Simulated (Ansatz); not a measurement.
One change: `[CH3][AlH]/[CH]=C/I` becomes `O/C=C\I`.

Ansatz, PBE0-D4/def2-TZVP geometries, multiplicity 1. Each molecule was computed in one conformer, which needn't be the lowest.

Elements past krypton have def2 core potentials.

```json
{"property": "HOMO–LUMO gap (B3LYP/def2-TZVPP) / eV", "`[CH3][AlH]/[CH]=C/I`": "5.08"}
{"property": "HOMO–LUMO gap (PBE0/def2-TZVPP) / eV", "`[CH3][AlH]/[CH]=C/I`": "5.50"}
{"property": "size of the dipole moment (B3LYP/def2-TZVPP) / D", "`[CH3][AlH]/[CH]=C/I`": "1.69"}
{"property": "HOMO energy (ωB97M-V/def2-TZVPP) / eV", "`[CH3][AlH]/[CH]=C/I`": "-9.17"}
{"property": "size of the dipole moment (ωB97M-V/def2-TZVPP) / D", "`[CH3][AlH]/[CH]=C/I`": "1.77"}
{"property": "LUMO energy (PBE/def2-TZVPP) / eV", "`[CH3][AlH]/[CH]=C/I`": "-2.41"}
```

(1) What does the change do to each property? (An estimate is asked.)

Results:

(1) The calculation gave: 
```tsv
property	`O/C=C\I`	shift
HOMO–LUMO gap (B3LYP/def2-TZVPP) / eV	5.54	0.46
HOMO–LUMO gap (PBE0/def2-TZVPP) / eV	6.01	0.51
size of the dipole moment (B3LYP/def2-TZVPP) / D	0.60	-1.09
HOMO energy (ωB97M-V/def2-TZVPP) / eV	-8.81	0.36
size of the dipole moment (ωB97M-V/def2-TZVPP) / D	0.60	-1.17
LUMO energy (PBE/def2-TZVPP) / eV	-1.60	0.81
```

With PBE0 the HOMO rises by 0.41 eV and the LUMO rises by 0.93 eV, so the gap widens by about 0.52 eV. PBE moves the HOMO by 0.51 eV and ωB97M-V by 0.36 eV. Dipoles are sizes alone; their direction can turn.

B3LYP here is the variant with VWN-RPA as its local correlation; programs differ in this.

Spin–orbit coupling is left out; it splits and shifts lone-pair levels of the heavy atoms by tenths of an eV.
